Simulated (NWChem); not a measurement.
# CH$_{3}$ClN$_{2}$OSi; SMILES N[Si@@H](OC#N)Cl

```xyz
9

N      0.9733     3.0098     0.0116
C      0.2549     2.0910     0.1739
O     -0.5602     1.1121     0.3845
Si    -0.5363    -0.4192    -0.4404
N     -1.7851    -1.4085     0.1531
Cl     1.2953    -1.2481    -0.0015
H     -0.7030    -0.1185    -1.8876
H     -1.7233    -1.8692     1.0629
H     -2.7486    -1.2986    -0.1689
```
Atoms are numbered in this order, from 1.

Level: PBE-D3(BJ)/def2-SVP (NWChem), optimised geometry, unscaled harmonic frequencies. 

Problem. List the harmonic frequencies with IR intensities, and the thermochemistry.

Solution. 
| frequency (cm⁻¹) | IR intensity (km/mol) |
|---|---|
| 38 | 1.8 |
| 93 | 1.2 |
| 159 | 6.0 |
| 234 | 22.4 |
| 265 | 7.0 |
| 303 | 24.2 |
| 327 | 170.0 |
| 487 | 7.6 |
| 498 | 12.3 |
| 543 | 47.5 |
| 663 | 105.3 |
| 696 | 48.5 |
| 807 | 138.2 |
| 862 | 88.6 |
| 923 | 189.5 |
| 1165 | 223.2 |
| 1475 | 65.6 |
| 2253 | 67.1 |
| 2315 | 232.9 |
| 3510 | 65.9 |
| 3612 | 59.6 |

| Property | Result |
|---|---|
| zero-point energy | 30.3 kcal/mol |
| thermal correction to the enthalpy at 298.15 K (with zero-point energy) | 35.9 kcal/mol |
| heat capacity Cv | 26.0 cal/(mol K) |
| entropy at 298.15 K and 1 atm (symmetry number 1) | 89.4 cal/(mol K) |
| dipole moment | 5.99 D |

Rigid rotor and harmonic oscillator; modes under 100 cm⁻¹ make the entropy uncertain.
